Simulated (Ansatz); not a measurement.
Ansatz (a quantum-chemistry and plane-wave program) input (B3LYP-D3(BJ)/def2-TZVP):

Ansatz 0.2 input:
```yaml
crystal:
  periodic: [false, false, false]
  atoms:
    - {symbol: Hg, position_ang: [0.79381529, -0.41421953, -0.64158118]}
    - {symbol: Br, position_ang: [-1.06307004, 1.64674589, -0.21714063]}
    - {symbol: Br, position_ang: [-0.75136491, -0.69995839, 1.68361190]}
basis:
  gaussian:
    orbitals: def2-TZVP
hamiltonian:
  xc: b3lyp
  dispersion: d3bj
magnetization: {spin_polarized: true, initial_magnetization: 2}
phonons: {temperatures: {t_min: 298.15, t_max: 298.15, t_step: 100}}
```

Output:

```
Functional definition: B3LYP
integrals: 0.10 GiB planned
1085 factors; integrals over basis functions are off by at most 2.9e-4 eV
mean field: 1.38 GiB planned
mean field evaluation 1: about -144271.1490 eV, gradient 1.2e1 eV
mean field evaluation 2: about -144270.1285 eV, gradient 1.9e1 eV
mean field evaluation 4: about -144272.1281 eV, gradient 4.7e-1 eV
mean field evaluation 8: about -144272.1904 eV, gradient 1.1e-1 eV
mean field evaluation 16: about -144272.1905 eV, gradient 8.9e-4 eV
mean field -144272.19045316 eV, -5301.9052079506 hartree, gradient 3.7e-5 eV, S^2 2.006036; 2 other end points of the search recorded, 0 dependent functions left out
the calculation of the forces begins
reference -144272.19067768 eV, -5301.9052162018 hartree; 46, 44 occupied and 93, 95 virtual orbitals, 1085 factors
these checks for a lower state are left out or cut short: stability, starts, cluster_reference, orbital_swaps, neighbouring_geometries, increment
integrals: 0.10 GiB planned
1085 factors; integrals over basis functions are off by at most 2.9e-4 eV
mean field: 1.38 GiB planned
mean field evaluation 32: about -144272.1905 eV, gradient 1.6e-6 eV
mean field -144272.19047106 eV, -5301.9052086085 hartree, gradient 1.9e-6 eV, S^2 2.006039; 0 other end points of the search recorded, 0 dependent functions left out
the calculation of the forces begins
reference -144272.19069561 eV, -5301.9052168603 hartree; 46, 44 occupied and 93, 95 virtual orbitals, 1085 factors
these checks for a lower state are left out or cut short: stability, starts, cluster_reference, orbital_swaps, neighbouring_geometries, increment
integrals: 0.10 GiB planned
1085 factors; integrals over basis functions are off by at most 2.9e-4 eV
mean field: 1.38 GiB planned
mean field -144272.19042489 eV, -5301.9052069116 hartree, gradient 1.9e-6 eV, S^2 2.006032; 0 other end points of the search recorded, 0 dependent functions left out
the calculation of the forces begins
reference -144272.19064939 eV, -5301.9052151620 hartree; 46, 44 occupied and 93, 95 virtual orbitals, 1085 factors
these checks for a lower state are left out or cut short: stability, starts, cluster_reference, orbital_swaps, neighbouring_geometries, increment
integrals: 0.10 GiB planned
1085 factors; integrals over basis functions are off by at most 2.9e-4 eV
mean field: 1.38 GiB planned
mean field -144272.19045816 eV, -5301.9052081344 hartree, gradient 1.5e-6 eV, S^2 2.006036; 0 other end points of the search recorded, 0 dependent functions left out
the calculation of the forces begins
reference -144272.19068268 eV, -5301.9052163854 hartree; 46, 44 occupied and 93, 95 virtual orbitals, 1085 factors
these checks for a lower state are left out or cut short: stability, starts, cluster_reference, orbital_swaps, neighbouring_geometries, increment
integrals: 0.10 GiB planned
1085 factors; integrals over basis functions are off by at most 2.9e-4 eV
mean field: 1.38 GiB planned
mean field -144272.19044243 eV, -5301.9052075562 hartree, gradient 1.5e-6 eV, S^2 2.006035; 0 other end points of the search recorded, 0 dependent functions left out
the calculation of the forces begins
reference -144272.19066695 eV, -5301.9052158073 hartree; 46, 44 occupied and 93, 95 virtual orbitals, 1085 factors
these checks for a lower state are left out or cut short: stability, starts, cluster_reference, orbital_swaps, neighbouring_geometries, increment
integrals: 0.10 GiB planned
1085 factors; integrals over basis functions are off by at most 2.9e-4 eV
mean field: 1.38 GiB planned
mean field -144272.19040447 eV, -5301.9052061612 hartree, gradient 1.9e-6 eV, S^2 2.006029; 0 other end points of the search recorded, 0 dependent functions left out
the calculation of the forces begins
reference -144272.19062897 eV, -5301.9052144114 hartree; 46, 44 occupied and 93, 95 virtual orbitals, 1085 factors
these checks for a lower state are left out or cut short: stability, starts, cluster_reference, orbital_swaps, neighbouring_geometries, increment
integrals: 0.10 GiB planned
1085 factors; integrals over basis functions are off by at most 2.9e-4 eV
mean field: 1.38 GiB planned
mean field evaluation 64: about -144272.1905 eV, gradient 7.0e-2 eV
mean field -144272.19049196 eV, -5301.9052093765 hartree, gradient 1.9e-6 eV, S^2 2.006042; 0 other end points of the search recorded, 0 dependent functions left out
the calculation of the forces begins
reference -144272.19071651 eV, -5301.9052176286 hartree; 46, 44 occupied and 93, 95 virtual orbitals, 1085 factors
Total energy: -144272.41627829 eV, -5301.9135068711 hartree
Atom 0 at     0.793815    -0.414220    -0.641581 Å, force    -0.000240     0.000125     0.000194 eV/Å
Atom 1 at    -1.063070     1.646746    -0.217141 Å, force     0.000131    -0.000143    -0.000032 eV/Å
Atom 2 at    -0.751365    -0.699958     1.683612 Å, force     0.000109     0.000018    -0.000162 eV/Å
Dipole moment:     0.411986    -0.214978    -0.332978 e Å
Vibrations: 64.48 91.80 149.91 cm⁻¹, zero-point energy 0.018981 eV
```

The spin state was set by rule; other spins were not relaxed.
